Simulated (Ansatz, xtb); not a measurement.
## Isomers of CH4F2Si in order of energy

3 gas-phase structures of CH4F2Si, found in a search over its isomers (lower ones may exist). Each was relaxed with GFN2-xTB; where two conformers were screened, the lower at r2SCAN-D4/def2-SVP is listed:

A. `FC[SiH2]F`, a singlet
B. `C[SiH](F)F`, a singlet
C. `FC(F)[SiH3]`, a singlet

Q: Which do you expect lowest at r2SCAN-D4/def2-SVP, and how would the others follow?

A: Calculated order at r2SCAN-D4/def2-SVP: B (0.000), A (2.718), C (4.301) eV.

Energies above the lowest of each column, in eV; the last columns are at PBE0-D3(BJ)/pcseg-1 geometries and were run for some of them only (a dash: not run or not comparable):

```tsv
structure	GFN2-xTB	HF/STO-3G	r2SCAN-D4/def2-SVP	PBE0-D3(BJ)/pcseg-1	CCSD(T)/def2-TZVP
B	0.000	0.000	0.000	0.000	0.000
A	1.890	1.301	2.718	2.605	2.906
C	3.639	1.817	4.301	–	–
```

Every level run on B puts it lowest or level with the lowest. Some further structures that were screened fall inside this span and aren't listed. Flexible structures stand in one conformer each, not always the lowest. Frequencies (PBE0-D3(BJ)/pcseg-1) were run for A, B alone.

Programs: Ansatz 0.2.0, xtb 6.7.1.
